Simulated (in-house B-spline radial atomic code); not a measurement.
Configurations of the calcium ion Ca²⁺, with energies counted from [Ne] 3s2 3p6. Method: scalar-relativistic (X2C) wB97X, spin-polarised, spherical fractional occupations, exact exchange averaged over the configuration, Fermi nucleus of rms radius 3.4776 fm. Calculated with a B-spline radial code for spherical atoms. Shells without spins written out take the highest spin.

Occupations are held fixed; configurations that lie above the ionisation limit could autoionise.

```csv
configuration,E - E(ref) (eV),highest orbital,its <r> (bohr)
[Ne] 3s2 3p5 3d1,26.656,3d up,1.607
[Ne] 3s2 3p5 4s1,30.578,4s up,3.063
[Ne] 3s2 3p5 4p1,34.771,4p up,3.556
[Ne] 3s1 3p6 3d1,47.044,3d up,1.584
[He] 2s2 2p5 3s2 3p6 4p1,358.09,4p up,3.461
[He] 2s2 2p5 3s2 3p6 4d1,363.47,4d up,4.651
```

Order these further configurations by energy, lowest first.
A. [Ne] 3s2 3p5 4f1
B. [Ne] 3s1 3p6 4d1
C. [Ne] 3s1 3p6 4s1
D. [Ne] 3s1 3p6 4p1
E. [He] 2s2 2p5 3s2 3p6 4s1

A (43.123 eV), C (51.318 eV), D (55.539 eV), B (60.834 eV), E (353.86 eV).

How far above the reference does [Ne] 3s2 3p5 4d1 lie?

40.037 eV; its least bound orbital is 4d up with <r> = 4.813 bohr.
